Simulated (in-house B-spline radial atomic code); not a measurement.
Settings and results of a run for Cr VI (Cr5+) (an excited or competing configuration). Computed with a radial B-spline atomic code at the basis-set limit: Dirac-Hartree-Fock, average of configuration, Fermi nucleus of rms radius 3.6452 fm.

Command:
```bash
python run_scf.py task.json out
```
Settings (nuclear radius in fm, mass in u):
```
Z                24
configuration    [Ne] 3s2 3p5 3d1 4s1
hamiltonian      dirac
method           hf
spin_polarised   False
nucleus          fermi
rms_radius       3.6452
atomic_mass      51.9405
speed_of_light   137.035999084
```

Output (hartree, bohr):
```
 radial grid: 68 intervals, B-splines of order 8, outer radius 18.2456 bohr

 iter        energy (Eh)    residual
    1      -1033.1966380    6.49e-01
    2      -1040.3879803    1.84e-01
    3      -1040.8355204    6.82e-02
    4      -1040.9018484    2.65e-02
    5      -1040.9127124    5.95e-03
    6      -1040.9133681    2.40e-04
    7      -1040.9133696    2.90e-05
    8      -1040.9133696    9.01e-07
    9      -1040.9133696    3.53e-08

 total energy                    -1040.913370
 kinetic                           1054.08375
 electron-nucleus                 -2420.26217
 electron-electron                  325.26505

 first-order corrections (not in the total)
   Gaunt                            0.38910
   retardation                     -0.03330
   frequency dependence            -0.00079
   self-energy                      0.25831
   Uehling                         -0.02089
   Wichmann-Kroll                   0.00011
   recoil                           0.00869

 orbital      occ     eigenvalue          <r>       <r^2>       <1/r>       <r^4>     <1/r^2>       r_max    small
 1s1/2      2.000     -225.96374    0.0635093  0.00542468     23.8876 7.59405e-05     1166.59     0.04162  7.43e-03
 2s1/2      2.000      -30.45406     0.290474   0.0996152     5.10954    0.017309      109.96      0.2425  1.35e-03
 2p1/2      2.000      -26.28941     0.256988   0.0812438     5.01399   0.0134736     35.1711      0.1963  1.31e-03
 2p3/2      4.000      -25.96552     0.259747   0.0828635     4.94011   0.0139664     33.5407      0.1986  1.30e-03
 3s1/2      2.000       -6.71144     0.847636    0.820498     1.65813     1.03811      17.225      0.7534  3.13e-04
 3p1/2      1.667       -5.43623     0.875244    0.887755     1.55803     1.27418       5.405      0.7626  2.84e-04
 3p3/2      3.333       -5.38949     0.881296    0.899821     1.54339     1.30791     5.18136      0.7682  2.82e-04
 3d3/2      0.400       -3.66809     0.908767    0.986479      1.3532     1.81665     2.34054      0.7181  2.22e-04
 3d5/2      0.600       -3.66311     0.910378    0.989784     1.35029     1.82783     2.32838      0.7195  2.22e-04
 4s1/2      1.000       -2.25846      2.04757     4.68284    0.652645     30.9296     3.34376       1.911  8.08e-05

 Slater integrals (Eh)
   F0(3p1/2,3p1/2)               1.029233
   F0(3p1/2,3p3/2)               1.025648
   G2(3p1/2,3p3/2)               0.521597
   F0(3p1/2,3d3/2)               1.010381
   G1(3p1/2,3d3/2)               0.606736
   F0(3p1/2,3d5/2)               1.009491
   G3(3p1/2,3d5/2)               0.378586
   F0(3p1/2,4s1/2)               0.546419
   G1(3p1/2,4s1/2)               0.046213
   F0(3p3/2,3p3/2)               1.022110
   F2(3p3/2,3p3/2)               0.520184
   F0(3p3/2,3d3/2)               1.006815
   F2(3p3/2,3d3/2)               0.496418
   G1(3p3/2,3d3/2)               0.602784
   G3(3p3/2,3d3/2)               0.376822
   F0(3p3/2,3d5/2)               1.005936
   F2(3p3/2,3d5/2)               0.496178
   G1(3p3/2,3d5/2)               0.602810
   G3(3p3/2,3d5/2)               0.376836
   F0(3p3/2,4s1/2)               0.545890
   G1(3p3/2,4s1/2)               0.046389
   F0(3d3/2,3d3/2)               1.000145
   F2(3d3/2,3d3/2)               0.492856
   F0(3d3/2,3d5/2)               0.999249
   (list cut)
```

Run time, properties included: 1.1 s on 1 thread of Arm Neoverse V1 (shared host).

For the Dirac Hamiltonian the kinetic term is c α·p + (β - 1)c².
